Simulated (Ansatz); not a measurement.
Q: Name a neutral molecule of C, O, Si and H with LUMO energy (PBE/def2-TZVPP) between -1.20 and -0.90 eV and LUMO energy (ωB97M-V/def2-TZVPP) between 1.35 and 1.65 eV (Ansatz, PBE0-D4/def2-TZVP geometry).

A: `C[SiH](O)[SiH](O)O` (-1.04 eV, 1.48 eV); `C[SiH2][SiH2]O` (-1.17 eV, 1.35 eV); `O[SiH2]C[SiH2]O` (-0.91 eV, 1.50 eV); `CO[SiH](O)[SiH](O)O` (-0.97 eV, 1.53 eV). Other molecules can fit too; these were computed, each in one conformer that needn't be the lowest.
